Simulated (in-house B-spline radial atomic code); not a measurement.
# Removing one electron from Te XLIX (Te48+)

Closed shell [He] 2s2. Computed with an all-electron radial atomic-structure program (B-spline basis): Koopmans values of Dirac-Hartree-Fock plus a diagonal self-energy, in second order or with its direct term screened (direct RPA, with the hole-particle interaction, or full time-dependent Hartree-Fock), linearised in energy; no-pair Dirac-Coulomb Hamiltonian, finite nucleus. Shifts add to the Koopmans value (the ΔSCF shift is orbital relaxation alone); the final value takes TDHF screening with Breit and QED.

Command:
```bash
python run_mb.py task.json out
```
Settings (nuclear radius in fm, box in bohr, cutoff in hartree):
```
basis_form          2
Z                   52
core_configuration  [He] 2s2
rms_radius          4.7423
mass_number         130
speed_of_light      137.036
box_radius          2.605
lmax                7
intervals           57
virtual_cutoff      10816.0
```

Time taken, with all properties: 0.7 s on 1 thread of Arm Neoverse V2 (shared host).

Energies in eV:

```csv
subshell,Koopmans,ΔSCF shift,second order,direct RPA,hole-particle,TDHF,Breit + QED,final
2s1/2,8832.58,-0.316,?,?,?,?,?,?
```

(1) What does the self-energy do to 2s1/2?

Results:

(1) It shifts the removal energy by 5.871 eV in second order, 3.704 with direct RPA, 4.901 with the hole-particle term and 5.780 with TDHF screening (quasi-particle weight 0.991); Breit and QED add -11.259 eV. The final value is 8827.10 eV, against 8821 ± 4 eV (NIST, tabulated theory).
